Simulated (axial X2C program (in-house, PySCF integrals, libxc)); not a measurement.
## Gd: configurations by level of theory

Computed with an in-house all-electron X2C program for linear molecules (integrals from PySCF), basis dyall-v3z (cores contracted in-house), spin-free (one-electron X2C) and two-component (2c, atomic mean-field Coulomb and Gaunt terms). Energies in eV from the lowest row of each column (rows without correlated energies are left out; n/a marks j-coupled starts, which PBE0 does not hold); electrons by l are Mulliken totals of the Hartree–Fock solution, and PBE0 can relax to another configuration under the same block occupation. Coupled cluster uses truncated natural virtuals with an MP2 remainder. Frozen shells in the correlated columns: 4 s, 3 p, 2 d.

Spin-free determinants:

```json
{"electrons by l": "s12 p24 d21 f7", "M_S, M_L": "4, 0", "HF": "0.01", "MP2": "0.00", "PBE0": "0.00"}
{"electrons by l": "s11.9 p24 d21.1 f7", "M_S, M_L": "4, 2", "HF": "0.00", "MP2": "0.01", "PBE0": "0.07"}
{"electrons by l": "s12 p24 d21 f7", "M_S, M_L": "4, 1", "HF": "0.07", "MP2": "0.01", "PBE0": "0.05"}
{"electrons by l": "s11 p24 d22 f7", "M_S, M_L": "5, 3", "HF": "0.22", "MP2": "0.66", "PBE0": "0.58"}
{"electrons by l": "s11 p24 d22 f7", "M_S, M_L": "5, 2", "HF": "0.19", "MP2": "0.68", "PBE0": "0.46"}
{"electrons by l": "s11 p24 d22 f7", "M_S, M_L": "5, 0", "HF": "0.34", "MP2": "0.81", "PBE0": "0.46"}
{"electrons by l": "s11 p24 d22 f7", "M_S, M_L": "5, 1", "HF": "0.57", "MP2": "0.92", "PBE0": "0.67"}
{"electrons by l": "s11 p24 d22 f7", "M_S, M_L": "5, 1", "HF": "0.70", "MP2": "1.03", "PBE0": "0.79"}
```

Two-component determinants:

```json
{"electrons by l": "s11.8 p24 d21.1 f7", "2M_J": "4", "HF": "0.00", "MP2": "0.00", "PBE0": "0.00"}
{"electrons by l": "s12 p24 d21 f7", "2M_J": "6", "HF": "0.12", "MP2": "0.04", "PBE0": "0.04"}
{"electrons by l": "s12 p24 d21 f7", "2M_J": "8", "HF": "0.10", "MP2": "0.07", "PBE0": "0.03"}
{"electrons by l": "s11.9 p24 d21.1 f7", "2M_J": "10", "HF": "0.17", "MP2": "0.18", "PBE0": "0.14"}
{"electrons by l": "s11.9 p24 d21.1 f7", "2M_J": "12", "HF": "0.18", "MP2": "0.21", "PBE0": "0.21"}
{"electrons by l": "s11 p24 d22 f7", "2M_J": "4", "HF": "0.23", "MP2": "0.60", "PBE0": "n/a"}
{"electrons by l": "s11 p24 d22 f7", "2M_J": "6", "HF": "0.23", "MP2": "0.67", "PBE0": "0.40"}
{"electrons by l": "s11 p24 d22 f7", "2M_J": "14", "HF": "0.35", "MP2": "0.85", "PBE0": "0.58"}
```

Ground level as tabulated from the NIST Atomic Spectra Database (leading term): 2S+1 = 9, L = 2, J = 2.

Spin-free rows of one term, and 2c rows of one J level, should be degenerate; broken spherical symmetry, the missing current term of PBE0 and determinants that mix terms or J levels spread them. The search is wide but not exhaustive and can miss a configuration; gaps between s and d configurations can be off by some tenths of an eV with this basis and core.

The run took 2.7 min on 1 thread of Arm Neoverse V2, with other jobs on the host.
